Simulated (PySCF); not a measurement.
CH₇NPSi (charge +1).
Numbering: `[CH2:1]=[N:2][SiH2:3][PH3+:4]` (hydrogens: H5, H6 on C1; H7, H8 on Si3; H9, H10, H11 on P4)

Structure used (PBE0-D3(BJ)/def2-SVP), in Å, numbered top down from 1:
```
atom  x, y, z in Å
C1    -2.404    0.530   -0.008
N2    -1.243    0.047   -0.146
Si3   -0.358   -1.371    0.145
P4     1.669   -0.618   -0.758
H5    -3.258   -0.019    0.430
H6    -2.613    1.562   -0.337
H7     0.020   -1.657    1.551
H8    -0.652   -2.553   -0.704
H9     2.784   -1.487   -0.748
H10    2.116    0.555   -0.111
H11    1.520   -0.237   -2.110
```

Computed at PBE0/pcSseg-1 (PySCF, non-relativistic), with Q(14N) = 0.02044 b: N2, 14N (I = 1): χzz = -4.606 MHz, η = 0.391.

**Question.** Find the zero-field quadrupole resonance frequencies of 14N at N2.

**Answer.** From ν± = (3/4)|χ|(1 ± η/3) and ν0 = |χ|η/2: ν+ 3.905 MHz, ν− 3.004 MHz, ν0 0.901 MHz (C=N nitrogen).

In a crystal, neighbours and librations shift these lines. One conformer (not necessarily the lowest) at the PBE0-D3(BJ)/def2-SVP geometry, without solvent, vibrations or thermal averaging. A larger basis could move these couplings by a tenth or more.

The run behind these numbers computed NMR shieldings as well. On one thread, Arm Neoverse V1, no GPU, shared host, this took 9.2 s.
